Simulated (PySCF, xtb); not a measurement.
C4H4F2O2, SMILES FC(F)=C1COCO1. The values are those of a single conformer.

Harmonic wavenumbers (cm⁻¹) from GFN2-xTB (xtb 6.7.1) at its own minimum, in rising order: 100, 144, 162, 229, 351, 369, 425, 480, 583, 723, 842, 971, 987, 1003, 1071, 1081, 1101, 1136, 1193, 1198, 1212, 1263, 1311, 1448, 1475, 1821, 2808, 2867, 2982, 2997.

**Question.** What does PBE-D3(BJ)/def2-SVP (PySCF) give at its own minimum? (The exact figures need the calculation; the answer reports its results.)

**Answer.** 73, 155, 167, 270, 345, 380, 496, 502, 619, 733, 824, 951, 980, 1000, 1083, 1111, 1134, 1155, 1205, 1221, 1290, 1311, 1378, 1429, 1465, 1823, 2866, 2903, 3040, 3053. Paired by order, the mean absolute difference is 28 cm⁻¹ and the zero-point energies are 49.1 and 50.0 kcal/mol.
